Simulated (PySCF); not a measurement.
**Computed structure and properties of [CeSF]+**

System: [CeSF]+ (singlet); start: template (Cs). Method: PySCF 2.14.0, RKS PBE0, Ce lcecp-2-SVP with ECP46, S def2-SVP, F def2-SVP; non-relativistic Hamiltonian with scalar-relativistic core potentials where named; density fitting; no spin-orbit coupling.

Input of the relaxation:

```python
mol = gto.M(atom='''
Ce    -0.16973     0.00000    -0.24292
S      1.95717     0.00000     0.70898
F     -2.04383     0.00000     0.59578''',
    basis={'Ce': 'lcecp-2-SVP', 'S': 'def2-SVP', 'F': 'def2-SVP'},
    ecp={'Ce': 'lcecp-2-SVP'},
    charge=1, spin=0)
mf = dft.RKS(mol, xc='PBE0')
mf.grids.atom_grid = (50, 194)  # f atoms: unpruned, at least (60, 302)
mf = mf.density_fit()  # fitting sets: Ce AutoAux, S def2-universal-JKFIT, F def2-universal-JKFIT
mf.conv_tol = 1e-08; mf.max_cycle = 55
mf.kernel(dm0)  # dm0: converged density of the start geometry
# quasi-Newton relaxation in Cartesian coordinates to a largest gradient under 0.00045 Eh/bohr, steps kept in the point group
```

Run from Python with OMP_NUM_THREADS=2; the lines above give its settings. Where DIIS fails, smearing, a level shift and second-order steps follow.
It took 8.5 s on 2 threads of Arm Neoverse V1 (shared host), from the converged density of the start.

Course of the relaxation:

```json
{"step": "0", "energy above end (eV)": "0.5609", "largest force component within the symmetry (eV/Å)": "1.335"}
{"step": "1", "energy above end (eV)": "0.2602", "largest force component within the symmetry (eV/Å)": "1.092"}
{"step": "2", "energy above end (eV)": "0.0320", "largest force component within the symmetry (eV/Å)": "0.674"}
{"step": "3", "energy above end (eV)": "0.0003", "largest force component within the symmetry (eV/Å)": "0.073"}
{"step": "4", "energy above end (eV)": "0.0000", "largest force component within the symmetry (eV/Å)": "0.056"}
{"step": "5", "energy above end (eV)": "0.0000", "largest force component within the symmetry (eV/Å)": "0.003"}
```

Relaxed geometry (Cs):

```xyz
3

Ce   -0.1867    0.0000   -0.5294
S     1.6249    0.0000    0.8386
F    -1.6946    0.0000    0.7526
```

```json
{"contact": "Ce1–S2 (S)", "Å": "2.270"}
{"contact": "Ce1–F3 (F)", "Å": "1.979"}
```

On the finer grid (75, 302):

The HOMO is not given (4f levels lie in the core). The LUMO is not given (4f levels lie in the core), the dipole about the centre of mass is 6.34 D and the set of Mulliken populations of Ce1 outside the core potential is s 2.09, p 6.07, d 2.29, f 0.11. The D3(BJ) dispersion energy (not in the energies) is -0.052 eV.

```
atom  Mulliken (e)  Löwdin (e)  spin (e)
 Ce1          1.44        1.07      0.00
  S2         -0.12        0.17      0.00
  F3         -0.32       -0.24      0.00
```

The large-core potential holds the 4f shell empty.

On the grid (50, 194), as all that follows. Harmonic modes: a minimum; lowest 177 cm⁻¹ (negative: unstable), highest 675 cm⁻¹, zero-point energy 0.086 eV.

Rigid scan of S along the line from its metal:

distance to S2 (Å), energy (eV) and a bar:
```
     1.97      1.876 ##############################
     2.07      0.722 ############
     2.17      0.157 ###
     2.27      0.000 
     2.37      0.120 ##
     2.47      0.425 #######
     2.57      0.847 ##############
     2.72      1.599 ##########################
```

Taking off one F (charge -1, singlet; the rest: singlet) in vacuum, both parts rigid, costs 17.35 eV; the small basis without counterpoise inflates it. Most of it is the attraction of opposite charges; other ways to part are cheaper, and one spin state was tried for the rest.

Rigid scan of F along the line from its metal:

(distance to F3 (Å), energy (eV)): (1.68, 1.992), (1.78, 0.755), (1.88, 0.162), (1.98, 0.000), (2.08, 0.121), (2.18, 0.420), (2.38, 1.292), (2.68, 2.750), (3.08, 4.416), (3.58, 5.873)

One start shape was tried, so this needn't be the lowest isomer.
